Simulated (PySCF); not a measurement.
Compound: C6H12P2.
Geometry (PBE0-D3(BJ)/def2-SVP, Å), atoms numbered from 1 in this order:
```xyz
20
C6H12P2 angstrom
C     -1.8210   -1.7431   -0.0195
P     -1.1581   -0.2317    0.2266
P     -2.3977    1.1067    1.4904
C     -0.6465    1.0014   -1.1127
C      0.8366    0.8341   -1.1951
C      1.4516    0.1814   -0.1942
C      2.9208   -0.0610   -0.0996
C      0.5556   -0.3391    0.8976
H     -1.1460   -2.5449   -0.3313
H     -2.8809   -1.8270   -0.2664
H     -3.4428    1.1328    0.5162
H     -2.9781    0.0302    2.2235
H     -1.1707    0.7581   -2.0510
H     -0.9299    2.0316   -0.8288
H      1.3991    1.2282   -2.0484
H      3.3368    0.3846    0.8199
H      3.1390   -1.1412   -0.0518
H      3.4571    0.3626   -0.9605
H      0.7583   -1.3887    1.1661
H      0.6438    0.2529    1.8256
```

All values: CAM-B3LYP/def2-SVPD (PySCF, non-relativistic), on one gas-phase PBE0-D3(BJ)/def2-SVP geometry that isn't relaxed in the solvent. The solvent is an IEF-PCM continuum (van der Waals radii × 1.2), and excitations are vertical TDDFT with non-equilibrium linear response and a frozen core. The model holds no explicit solvent molecules, cavitation or dispersion.

Gas-phase singlets (H = HOMO, L = LUMO):

| state | E (eV) | λ (nm) | f | leading configuration |
| --- | --- | --- | --- | --- |
| S1 | 4.064 | 305 | 0.026 | H→L 82% |
| S2 | 4.649 | 267 | 0.016 | H→L+1 77% |
| S3 | 4.915 | 252 | 0.029 | H→L+3 32% |
| S4 | 5.093 | 243 | 0.062 | H→L+4 50% |
| S5 | 5.397 | 230 | 0.010 | H→L+3 39% |

Q: Give the list for acetonitrile (ε = 35.69), n² = 1.81.

A: 
| state | E (eV) | λ (nm) | f | leading configuration | change by rank (eV) |
| --- | --- | --- | --- | --- | --- |
| S1 | 4.399 | 282 | 0.039 | H→L 88% | +0.335 |
| S2 | 4.982 | 249 | 0.069 | H→L+1 67% | +0.333 |
| S3 | 5.278 | 235 | 0.018 | H→L+2 41% | +0.363 |
| S4 | 5.452 | 227 | 0.097 | H→L+2 45% | +0.359 |
| S5 | 5.816 | 213 | 0.019 | H→L+3 28% | +0.419 |

Q: The ground-state energy changes by -0.269 eV from gas to acetonitrile. By how much does the total energy of gas-phase S1 change?

A: E(S1) = E(S0) + excitation energy, so it changes by -0.269 + 0.335 = +0.066 eV: it isn't lowered at all, while the ground state is. This is the vertical state, with the slow part of the continuum still set for S0.

Q: How do the frontier levels move from gas to acetonitrile?

A: 
```tsv
orbital	gas (eV)	solvent (eV)	change (eV)
LUMO+2	1.34	1.52	+0.18
LUMO+1	1.10	1.32	+0.22
LUMO	0.84	0.99	+0.15
HOMO	-6.26	-6.51	-0.25
HOMO-1	-8.41	-8.20	+0.21
HOMO-2	-9.29	-9.23	+0.06
HOMO-3	-10.58	-10.42	+0.16
```

The HOMO–LUMO gap goes from 7.09 to 7.50 eV.
